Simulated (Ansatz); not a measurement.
`[CH3][Al-]1([OH])[O]C=CC=[O+]1`. The species carries charge 0 and has multiplicity 1.

```xyz
15

C     2.051    1.350    0.073
Al    0.506    0.427   -0.665
O     0.138    0.414   -2.334
O    -1.050    0.909    0.199
C    -1.878    0.116    0.732
C    -1.709   -1.256    0.878
C    -0.548   -1.890    0.453
O     0.435   -1.329   -0.112
H     2.107    1.249    1.161
H     2.988    0.959   -0.335
H     2.027    2.421   -0.150
H     0.665    0.861   -2.991
H    -2.797    0.573    1.114
H    -2.486   -1.837    1.354
H    -0.449   -2.967    0.623
```

Question: List the harmonic frequencies (cm⁻¹, unscaled) at PBE0-D4/def2-TZVP in Ansatz. (Estimate.)

Answer: Computed: 57, 81, 99, 162, 166, 209, 253, 310, 322, 433, 470, 513, 531, 586, 649, 664, 709, 801, 850, 939, 1015, 1051, 1059, 1147, 1228, 1377, 1425, 1448, 1448, 1520, 1563, 1697, 3035, 3091, 3091, 3113, 3114, 3244, 3986.

Question: Is this a minimum?

Answer: Yes, all 39 modes are real.

Question: Give the ideal-gas thermochemistry at 298.15 K and 1 bar (rigid rotor, harmonic oscillator; point group Cs, symmetry number 1).

Answer: Zero-point energy 283.9 kJ/mol; H(298) − E = 312.8 kJ/mol; entropy 408.6 J/(mol·K), of which translation 169.6, rotation 119.6, vibration 119.4; G(298) − E = 191.0 kJ/mol. Modes under 100 cm⁻¹ are hindered rotations or soft bends, so the harmonic entropy is rough.

Question: Rotational constants (cm⁻¹)?

Answer: 0.08913, 0.04609, 0.04371.
